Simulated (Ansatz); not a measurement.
One change: `C=CCBr` becomes `C=CC[SiH3]`.

Ansatz, PBE0-D4/def2-TZVP geometries, multiplicity 1. Each molecule was computed in one conformer, which needn't be the lowest.

Scalar relativity is left out up to krypton.

```tsv
property	`C=CCBr`
LUMO energy (ωB97M-V/def2-TZVPP) / eV	1.31
zero-point energy (PBE0-D4/def2-TZVP) / kJ/mol	186.8
size of the dipole moment (ωB97M-V/def2-TZVPP) / D	1.97
HOMO energy (PBE0/def2-TZVPP) / eV	-7.73
LUMO energy (PBE/def2-TZVPP) / eV	-1.78
HOMO energy (ωB97M-V/def2-TZVPP) / eV	-9.94
```

Problem. Give the same properties after the change, and the shifts. (Estimate.)

Solution. Ansatz gave: 
```csv
property,`C=CC[SiH3]`,shift
LUMO energy (ωB97M-V/def2-TZVPP) / eV,2.10,0.79
zero-point energy (PBE0-D4/def2-TZVP) / kJ/mol,249.3,62.5
size of the dipole moment (ωB97M-V/def2-TZVPP) / D,0.57,-1.40
HOMO energy (PBE0/def2-TZVPP) / eV,-7.20,0.53
LUMO energy (PBE/def2-TZVPP) / eV,-0.89,0.89
HOMO energy (ωB97M-V/def2-TZVPP) / eV,-9.41,0.53
```

With PBE0 the HOMO rises by 0.53 eV and the LUMO rises by 0.89 eV, so the gap widens by about 0.36 eV. PBE moves the HOMO by 0.42 eV and ωB97M-V by 0.53 eV. The zero-point energy changes by 62.5 kJ/mol with +9 modes. Dipoles are sizes alone; their direction can turn.

Spin–orbit coupling is left out; it splits and shifts lone-pair levels of the heavy atoms by tenths of an eV.
